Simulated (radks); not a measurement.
Pt IV, 75 electrons, occupied as [Xe] 4f14 5d6 6p1 (not the ground configuration). All-electron calculation, scalar-relativistic Kohn-Sham, BLYP, spin-polarised, spherical densities, finite nucleus; open shells are filled with parallel spins first (spin-orbit coupling, left out, can overturn this in heavy ions); Fermi nuclear charge, rms radius 5.427 fm. Program: a radial shooting solver on a logarithmic mesh with Libxc functionals.

Unscreened Slater integrals over Kohn-Sham orbitals (eV). They are taken over the spin-up orbitals.

integral     value
F0(6p,6p)   8.9563
F2(6p,6p)   4.9346
F0(6p,5d)   10.769
F2(6p,5d)   3.8414
G1(6p,5d)   1.6559
G3(6p,5d)   1.4151
F0(6p,5p)   11.189
F2(6p,5p)   2.9515
G0(6p,5p)  0.55407
G2(6p,5p)  0.76012
F0(6p,4f)   11.850
F2(6p,4f)   1.4348
G2(6p,4f)  0.35349
G4(6p,4f)  0.32924
F0(5d,5d)   16.954
F2(5d,5d)   8.9195
F4(5d,5d)   5.9505
F0(5d,5p)   19.088
F2(5d,5p)   9.5857
G1(5d,5p)   11.571
G3(5d,5p)   7.1951
F0(5d,4f)   21.760
F2(5d,4f)   5.2293
F4(5d,4f)   2.4608
G1(5d,4f)   1.7414
G3(5d,4f)   1.6411
G5(5d,4f)   1.3133
F0(5p,5p)   22.507
F2(5p,5p)   12.169
F0(5p,4f)   27.659
F2(5p,4f)   8.6637
G2(5p,4f)   3.3627
G4(5p,4f)   2.8317
F0(4f,4f)   48.274
F2(4f,4f)   23.869
F4(4f,4f)   15.175
F6(4f,4f)   10.976

Derived for the open shells (J is the average intra-shell exchange parameter used in DFT+U). 5d: Racah B = F2/49 - 5 F4/441 = 0.1146 eV, C = 35 F4/441 = 0.4723 eV, C/B = 4.12, F4/F2 = 0.667, J = (F2 + F4)/14 = 1.062 eV. 6p: J = F2/5 = 0.9869 eV.
